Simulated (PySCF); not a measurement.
Worked example: chemical shift, span and skew from a shielding tensor

Mg(Cl)(OSiH3) (ClH₃MgOSi), SMILES [SiH3][O][Mg][Cl]. Atoms are numbered in the order given.

```xyz
7

Mg     0.0000     0.0000     0.6819
Cl     0.0000     0.0000     2.8759
O      0.0000     0.0000    -1.1037
Si     0.0000     0.0000    -2.7425
H     -1.2106     0.6990    -3.2832
H      0.0000    -1.3979    -3.2832
H      1.2106     0.6990    -3.2832
```
Charge 0, spin multiplicity 1.

The structure is a stationary point at PBE0-D3(BJ)/def2-SVP. Other conformers were not sampled.

GIAO shieldings from PBE0/pcSseg-1 (PySCF), non-relativistic, no solvent. The symmetric part of the tensor of Si4 has the principal values 346.3, 346.3, 488.7 ppm. The same nucleus in TMS has σ = 352.7 ppm at this level (PySCF, at its B3LYP-D3(BJ)/def2-TZVP geometry). Without spin–orbit terms, shifts of atoms bonded to Cl or Br come out too high.

Work out the isotropic shielding, the ²⁹Si shift against TMS, the span and the skew.


σ(iso) = (σ11 + σ22 + σ33)/3 = 393.8 ppm. δ = σ(ref) − σ(iso) = 352.7 − (393.8) = -41.1 ppm.
Span Ω = σ33 − σ11 = 142.4 ppm. Skew κ = 3(σ(iso) − σ22)/Ω = 1.00, an axial tensor. Tumbling in solution averages the tensor to δ; in a static solid the shielding alone would spread this spin-1/2 line over Ω.
